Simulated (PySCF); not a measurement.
C8H2F4N2O, SMILES c1c(c(c(-c2ocnn2)c(F)c1F)F)F.

Geometry: B3LYP-D3(BJ)/def2-SVP. The structure was generated by enumeration, and PubChem lists no compound with its InChIKey, so it may never have been made. Other conformers were not sampled.

Two levels are set side by side: TDA-PBE/def2-SVP (PySCF) and TDA-ωB97X/def2-SVP (PySCF). Vertical, same geometry. The lowest singlet is HOMO−1→LUMO 97 % with PBE and HOMO→LUMO 76 %, HOMO−1→LUMO+1 17 % with the other functional; states are paired by order. Differences are taken from unrounded values.

| quantity | TDA-ωB97X |
|---|---|
| lowest singlet excitation (eV) | 5.09 |
| lowest triplet excitation (TDA) (eV) | 3.73 |
| first bright state (f over 0.05) (eV) | 5.09 |
| its oscillator strength | 0.07 |

### Question
What does TDA-PBE give, and how far is it from TDA-ωB97X? (Estimate from the structure and the level; the computed values follow.)

### Answer

| quantity | TDA-PBE | TDA-PBE minus TDA-ωB97X |
|---|---|---|
| lowest singlet excitation (eV) | 3.76 | -1.33 |
| lowest triplet excitation (TDA) (eV) | 3.32 | -0.41 |
| first bright state (f over 0.05) (eV) | 4.91 | -0.18 |
| its oscillator strength | 0.07 | 0.01 |

A lower first singlet is the usual sign of a functional without exact exchange. Differences between two approximate levels are no errors against the true value.

Rough cost on one machine, each run with all the roots and properties that it gave: TDA-ωB97X against TDA-PBE about 4 times.
